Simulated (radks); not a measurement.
Question: The rubidium ion Rb6+ is in [Ar] 3d10 4s2 4p1. Method: scalar-relativistic Kohn-Sham, PBE, spin-polarised, spherical densities, finite nucleus; Fermi nuclear charge, rms radius of each element as measured or else 0.836 A^(1/3) + 0.57 fm; computed with a radial shooting solver on a logarithmic mesh with Libxc functionals. Open shells are filled with parallel spins first. One electron is removed from 3p, 3d, 4p, 4s in turn, with full relaxation. Which removal costs least, and what does each cost?

Answer: 4p 98.191 eV; 4s 116.22 eV; 3d 210.47 eV; 3p 331.45 eV. The 4p electron leaves first.
